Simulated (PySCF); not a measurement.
## Electron correlation in Ne²⁺ (neon, charge +2)

[He] 2s2 2p3 3s1, high-spin 5S determinant (an excited configuration). Calculation: PySCF 2.14, in aug-cc-pwCVTZ; no relativity, point nucleus. Frozen: nothing; 8 electrons correlated.

```json
{"level": "CCSD", "correlation energy (mhartree)": "-189.31"}
{"level": "(T)", "correlation energy (mhartree)": "-1.83"}
{"level": "CCSD(T)", "correlation energy (mhartree)": "-191.14"}
```

Diagnostics: T1 = 0.0040, D1 = 0.0147, largest double amplitude 0.038.

The outer electron is Rydberg-like, and this basis confines it to a smaller radius and binds it less than a complete one would.

Cost of the coupled-cluster step: roughly 8 core-seconds, for 8 correlated electrons.
